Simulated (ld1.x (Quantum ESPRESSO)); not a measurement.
# Configuration tests for palladium (Pd) (RRKJ)

- Element: palladium (Pd)
- Generator: ld1.x (Quantum ESPRESSO) 7.5
- Type: norm-conserving RRKJ (Kleinman–Bylander form)
- Functional: PBE
- Relativity: scalar-relativistic
- Frozen core: [Ar] 3d10
- Valence charge: 18
- Reference configuration: 4s2 4p6 4d9 5s0 5p0 (charge +1)
- Partial waves: 4s (bound): rc 0.90 bohr; 4d (bound): rc 1.90 bohr; 4p (bound): rc 1.06 bohr
- Local potential: the p channel
- Core correction: a·sin(br)/r model core inside 0.85 bohr
- rho0: 0.001

Energies are relative to the spin-unpolarised reference configuration 4s2 4p6 4d9 5s0 5p0; without spin polarisation the order of configurations can differ from experiment.

Q: Give the all-electron excitation energy and the error of the potential for: 4s2 4p6 4d10 5s0 5p0; 4s2 4p6 4d8 5s0 5p0; 4s2 4p6 4d7 5s0 5p0; 4s2 4p6 4d8 5s1 5p0; 4s2 4p5 4d10 5s0 5p0; 4s2 4p6 4d9 5s1 5p0; 4s2 4p6 4d9 5s0 5p1.

A:

```csv
valence configuration,charge,ΔE all-electron (eV),error AE − PS (meV)
4s2 4p6 4d10 5s0 5p0,0,-9.115,-2.2
4s2 4p6 4d8 5s0 5p0,+2,20.818,-0.7
4s2 4p6 4d7 5s0 5p0,+3,55.178,+15
4s2 4p6 4d8 5s1 5p0,+1,4.525,+36
4s2 4p5 4d10 5s0 5p0,+1,48.050,-106
4s2 4p6 4d9 5s1 5p0,0,-7.614,+19
4s2 4p6 4d9 5s0 5p1,0,-3.877,+12
```
